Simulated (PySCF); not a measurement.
Vertical excitations of a molecule C5H5BO from PySCF with TDA-PBE/def2-SVPD, as energy in eV (oscillator strength): 4.24 (0.000), 4.74 (0.000), 5.03 (0.122), 5.35 (0.097), 5.37 (0.001), 6.08 (0.000), 6.30 (0.000), 6.44 (0.165), 6.46 (0.078), 6.77 (0.073). Lowest triplet (TDA): 3.96 eV. Geometry optimised at B3LYP-D3(BJ)/def2-SVP. One conformer was computed; it need not be the lowest.

Identify the compound among the candidates.
(A) C#CB1COC1=C
(B) C#CB(O)C=C=C
(C) C#CB(C#C)OC
(D) C#CC1=CB(C)O1

C, C#CB(C#C)OC
